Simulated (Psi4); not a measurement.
Input for Psi4: SAPT0/jun-cc-pV(D+d)Z on C2HNO2 (a complex), monomers drawn apart or pushed together.

```
memory 2025 MB

molecule dimer {
0 1
O    -0.23082593    1.15738675   -0.46667028
C    -0.02348325    0.02262111   -0.34863643
O     0.18303087   -1.11515204   -0.26256003
--
0 1
C     0.08092098    0.38586598    3.47427091
N     0.04959712    0.27699257    2.33458843
H     0.11011590    0.48734422    4.53584654
units angstrom
symmetry c1
no_reorient
no_com
}

set {
  basis jun-cc-pV(D+d)Z
  scf_type df
  freeze_core true
}

energy('sapt0')
```

Program output:

```
[...]
==> Input File <==

--------------------------------------------------------------------------
memory 2025 MB

molecule dimer {
0 1
O    -0.23082593    1.15738675   -0.46667028
C    -0.02348325    0.02262111   -0.34863643
O     0.18303087   -1.11515204   -0.26256003
--
0 1
C     0.08092098    0.38586598    3.47427091
N     0.04959712    0.27699257    2.33458843
H     0.11011590    0.48734422    4.53584654
units angstrom
symmetry c1
no_reorient
no_com
}

set {
  basis jun-cc-pV(D+d)Z
  scf_type df
  freeze_core true
}

energy('sapt0')
--------------------------------------------------------------------------


   => Loading Basis Set <=

    Name: JUN-CC-PV(D+D)Z
    Role: ORBITAL
    Keyword: BASIS
    atoms 1, 3 entry O          line   256 file jun-cc-pv_dpd_z.gbs
    atoms 2, 4 entry C          line   188 file jun-cc-pv_dpd_z.gbs
    atoms 5    entry N          line   222 file jun-cc-pv_dpd_z.gbs
    atoms 6    entry H          line    60 file jun-cc-pv_dpd_z.gbs

   => Loading Basis Set <=

    Name: JUN-CC-PV(D+D)Z
    Role: ORBITAL
    Keyword: BASIS
    atoms 1, 3 entry O          line   256 file jun-cc-pv_dpd_z.gbs
    atoms 2, 4 entry C          line   188 file jun-cc-pv_dpd_z.gbs
    atoms 5    entry N          line   222 file jun-cc-pv_dpd_z.gbs
    atoms 6    entry H          line    60 file jun-cc-pv_dpd_z.gbs


  //>>>>>>>>>>>>>>>>>>>>>>>>>>>>>>>>>>>//
  //              Dimer HF             //
  //<<<<<<<<<<<<<<<<<<<<<<<<<<<<<<<<<<<//

   => Libint2 <=

    Primary   basis highest AM E, G, H:  7, 6, 3
    Auxiliary basis highest AM E, G, H:  7, 7, 4
    Onebody   basis highest AM E, G, H:  -, -, -
    Solid Harmonics ordering:            Gaussian


   => Loading Basis Set <=

    Name: JUN-CC-PV(D+D)Z
    Role: ORBITAL
    Keyword: BASIS
    atoms 1, 3 entry O          line   256 file jun-cc-pv_dpd_z.gbs
    atoms 2, 4 entry C          line   188 file jun-cc-pv_dpd_z.gbs
    atoms 5    entry N          line   222 file jun-cc-pv_dpd_z.gbs
    atoms 6    entry H          line    60 file jun-cc-pv_dpd_z.gbs


         ---------------------------------------------------------
                                   SCF
               by Justin Turney, Rob Parrish, Andy Simmonett
                          and Daniel G. A. Smith
                              RHF Reference
                        1 Threads,   1931 MiB Core
         ---------------------------------------------------------

  ==> Geometry <==

    Molecular point group: c1
    Full point group: C1

    Geometry (in Angstrom), charge = 0, multiplicity = 1:

       Center              X                  Y                   Z               Mass
    ------------   -----------------  -----------------  -----------------  -----------------
         O           -0.230825930000     1.157386750000    -0.466670280000    15.994914619570
         C           -0.023483250000     0.022621110000    -0.348636430000    12.000000000000
         O            0.183030870000    -1.115152040000    -0.262560030000    15.994914619570
         C            0.080920980000     0.385865980000     3.474270910000    12.000000000000
         N            0.049597120000     0.276992570000     2.334588430000    14.003074004430
         H            0.110115900000     0.487344220000     4.535846540000     1.007825032230

  Running in c1 symmetry.

  Rotational constants: A =      0.39046  B =      0.06724  C =      0.05736 [cm^-1]
  Rotational constants: A =  11705.80894  B =   2015.72825  C =   1719.62284 [MHz]
  Nuclear repulsion =  130.698553066356055

  Charge       = 0
  Multiplicity = 1
  Electrons    = 36
  Nalpha       = 18
  Nbeta        = 18

  ==> Algorithm <==

  SCF Algorithm Type is DF.
  DIIS enabled.
  MOM disabled.
  Fractional occupation disabled.
  Guess Type is SAD.
  Energy threshold   = 1.00e-08
  Density threshold  = 1.00e-08
  Integral threshold = 1.00e-12

  ==> Primary Basis <==

  Basis Set: JUN-CC-PV(D+D)Z
    Blend: JUN-CC-PV(D+D)Z
    Number of shells: 43
    Number of basis functions: 95
    Number of Cartesian functions: 100
    Spherical Harmonics?: true
    Max angular momentum: 2

   => Loading Basis Set <=

    Name: (JUN-CC-PV(D+D)Z AUX)
    Role: JKFIT
    Keyword: DF_BASIS_SCF
    atoms 1, 3 entry O          line   258 file jun-cc-pvdz-jkfit.gbs
    atoms 2, 4 entry C          line   146 file jun-cc-pvdz-jkfit.gbs
    atoms 5    entry N          line   202 file jun-cc-pvdz-jkfit.gbs
    atoms 6    entry H          line    70 file jun-cc-pvdz-jkfit.gbs

  ==> Integral Setup <==

  DFHelper Memory: AOs need 0.030 GiB; user supplied 1.414 GiB.
  SCF_SUBTYPE=INCORE selected. In-core MEM_DF algorithm will be used.
  Using in-core AOs.

  ==> MemDFJK: Density-Fitted J/K Matrices <==

    J tasked:                   Yes
    K tasked:                   Yes
    wK tasked:                   No
    OpenMP threads:               1
    Algorithm:                 Core
    Schwarz Cutoff:           1E-12
    Mask sparsity (%):       1.7285
    
[...]
etics <=

    Nuclear Repulsion Energy =             24.0565272965552879
    One-Electron Energy =                -172.7830537209621298
    Two-Electron Energy =                  55.8398739307804419
    Total Energy =                        -92.8866524936264000

Computation Completed


Properties will be evaluated at   0.000000,   0.000000,   0.000000 [a0]

Properties computed using the SCF density matrix


 Multipole Moments:

 ------------------------------------------------------------------------------------
     Multipole            Electronic (a.u.)      Nuclear  (a.u.)        Total (a.u.)
 ------------------------------------------------------------------------------------

 L = 1.  Multiply by 2.5417464519 to convert [e a0] to [Debye]
 Dipole X            :         -1.7463355            1.7816746            0.0353391
 Dipole Y            :         -8.8372863            8.9601139            0.1228277
 Dipole Z            :        -77.5607397           78.8461600            1.2854203
 Magnitude           :                                                    1.2917588

 ------------------------------------------------------------------------------------

  Constructing Basis Sets for SAPT...

   => Loading Basis Set <=

    Name: (JUN-CC-PV(D+D)Z AUX)
    Role: RIFIT
    Keyword: DF_BASIS_SAPT
    atoms 1, 3 entry O          line   188 file jun-cc-pvdz-ri.gbs
    atoms 2, 4 entry C          line   100 file jun-cc-pvdz-ri.gbs
    atoms 5    entry N          line   144 file jun-cc-pvdz-ri.gbs
    atoms 6    entry H          line    30 file jun-cc-pvdz-ri.gbs

   => Loading Basis Set <=

    Name: (JUN-CC-PV(D+D)Z AUX)
    Role: JKFIT
    Keyword: DF_BASIS_ELST
    atoms 1, 3 entry O          line   258 file jun-cc-pvdz-jkfit.gbs
    atoms 2, 4 entry C          line   146 file jun-cc-pvdz-jkfit.gbs
    atoms 5    entry N          line   202 file jun-cc-pvdz-jkfit.gbs
    atoms 6    entry H          line    70 file jun-cc-pvdz-jkfit.gbs


  //>>>>>>>>>>>>>>>>>>>>>>>>>>>>>>>>>>>//
  //               SAPT0               //
  //<<<<<<<<<<<<<<<<<<<<<<<<<<<<<<<<<<<//



        SAPT0
    Ed Hohenstein
     6 June 2009

      Orbital Information
  --------------------------
    NSO        =        95
    NMO        =        95
    NRI        =       339
    NRI (Elst) =       418
    NOCC A     =        11
    NOCC B     =         7
    FOCC A     =         3
    FOCC B     =         2
    NVIR A     =        84
    NVIR B     =        88

    Elst10,r            =    -0.008531703274 [Eh]
    Exch10              =     0.010562832445 [Eh]
    Exch10 (S^2)        =     0.010490540893 [Eh]

    Maxiter = 50
    CPHF R converge = 1.000000E-08

    Iter     Energy [mEh]          dE [mEh]         Residual      Time [s]
       1      -0.71858788       0.718587876     5.471420e-03             0
       2      -0.73936656       0.020778679     1.752745e-03             0
       3      -0.77303465       0.033668096     4.621482e-04             0
       4      -0.77709990       0.004065247     1.142164e-04             0
       5      -0.77517851      -0.001921387     2.933097e-05             0
       6      -0.77522646       0.000047952     9.798092e-06             0
       7      -0.77531328       0.000086821     1.818969e-06             0
       8      -0.77529844      -0.000014847     6.723430e-07             0
       9      -0.77529581      -0.000002630     1.523547e-07             0
      10      -0.77529687       0.000001060     2.259848e-08             0
      11      -0.77529677      -0.000000096     3.717491e-09             0

    CHF Iterations converged

    Maxiter = 50
    CPHF R converge = 1.000000E-08

    Iter     Energy [mEh]          dE [mEh]         Residual      Time [s]
       1      -3.06685312       3.066853121     1.082730e-02             0
       2      -3.63790559       0.571052466     5.736610e-03             0
       3      -3.91010255       0.272196962     8.118452e-04             0
       4      -3.89996978      -0.010132766     2.294000e-04             0
       5      -3.89638717      -0.003582609     7.071555e-05             0
       6      -3.89799386       0.001606689     3.706003e-05             0
       7      -3.89749680      -0.000497067     7.299717e-06             0
       8      -3.89755380       0.000057008     1.580643e-06             0
       9      -3.89754570      -0.000008105     1.872976e-07             0
      10      -3.89754628       0.000000584     3.280662e-08             0
      11      -3.89754623      -0.000000048     3.033060e-09             0

    CHF Iterations converged

    Ind20,r (A<-B)      =    -0.000775296772 [Eh]
    Ind20,r (B<-A)      =    -0.003897546235 [Eh]
    Ind20,r             =    -0.004672843007 [Eh]
    Exch-Ind20,r (A<-B) =     0.000409311553 [Eh]
    Exch-Ind20,r (B<-A) =     0.003171243800 [Eh]
    Exch-Ind20,r        =     0.003580555353 [Eh]
    Disp20              =    -0.003795439814 [Eh]
    Disp20 (SS)         =    -0.001897719907 [Eh]
    Disp20 (OS)         =    -0.001897719907 [Eh]
    Exch-Disp20         =     0.000642451070 [Eh]
    Exch-Disp20 (SS)    =     0.000345292126 [Eh]
    Exch-Disp20 (OS)    =     0.000297158945 [Eh]

    SAPT Results
  --------------------------------------------------------------------------------------------------------
    Electrostatics                 -8.53170327 [mEh]      -5.35372463 [kcal/mol]     -22.39998386 [kJ/mol]
      Elst10,r                     -8.53170327 [mEh]      -5.35372463 [kcal/mol]     -22.39998386 [kJ/mol]

    Exchange                       10.56283244 [mEh]       6.62827743 [kcal/mol]      27.73271276 [kJ/mol]
      Exch10                       10.56283244 [mEh]       6.62827743 [kcal/mol]      27.73271276 [kJ/mol]
      Exch10(S^2)                  10.49054089 [mEh]       6.58291380 [kcal/mol]      27.54291132 [kJ/mol]

    Induction                      -1.50403682 [mEh]      -0.94379736 [kcal/mol]      -3.94884814 [kJ/mol]
      Ind20,r                      -4.67284301 [mEh]      -2.93225326 [kcal/mol]     -12.26854762 [kJ/mol]
      Exch-Ind20,r                  3.58055535 [mEh]       2.24683241 [kcal/mol]       9.40074678 [kJ/mol]
      delta HF,r (2)               -0.41174917 [mEh]      -0.25837651 [kcal/mol]      -1.08104730 [kJ/mol]

    Dispersion                     -3.15298874 [mEh]      -1.97853031 [kcal/mol]      -8.27817081 [kJ/mol]
      Disp20                       -3.79543981 [mEh]      -2.38167444 [kcal/mol]      -9.96492586 [kJ/mol]
      Exch-Disp20                   0.64245107 [mEh]       0.40314413 [kcal/mol]       1.68675505 [kJ/mol]
      Disp20 (SS)                  -1.89771991 [mEh]      -1.19083722 [kcal/mol]      -4.98246293 [kJ/mol]
      Disp20 (OS)                  -1.89771991 [mEh]      -1.19083722 [kcal/mol]      -4.98246293 [kJ/mol]
      Exch-Disp20 (SS)              0.34529213 [mEh]       0.21667408 [kcal/mol]       0.90656435 [kJ/mol]
      Exch-Disp20 (OS)              0.29715894 [mEh]       0.18647005 [kcal/mol]       0.78019070 [kJ/mol]

  Total HF                          0.52709235 [mEh]       0.33075544 [kcal/mol]       1.38388076 [kJ/mol]
  Total SAPT0                      -2.62589640 [mEh]      -1.64777487 [kcal/mol]      -6.89429004 [kJ/mol]

  Special recipe for scaled SAPT0 (see Manual):
    Electrostatics sSAPT0          -8.53170327 [mEh]      -5.35372463 [kcal/mol]     -22.39998386 [kJ/mol]
    Exchange sSAPT0                10.56283244 [mEh]       6.62827743 [kcal/mol]      27.73271276 [kJ/mol]
    Induction sSAPT0               -1.42950347 [mEh]      -0.89702697 [kcal/mol]      -3.75316085 [kJ/mol]
    Dispersion sSAPT0              -3.13961539 [mEh]      -1.97013840 [kcal/mol]      -8.24305907 [kJ/mol]
  Total sSAPT0                     -2.53798969 [mEh]      -1.59261258 [kcal/mol]      -6.66349102 [kJ/mol]
  --------------------------------------------------------------------------------------------------------



*** Psi4 exiting successfully. Buy a developer a beer!
```

The run finished.

Cost: very roughly 7 core-seconds.
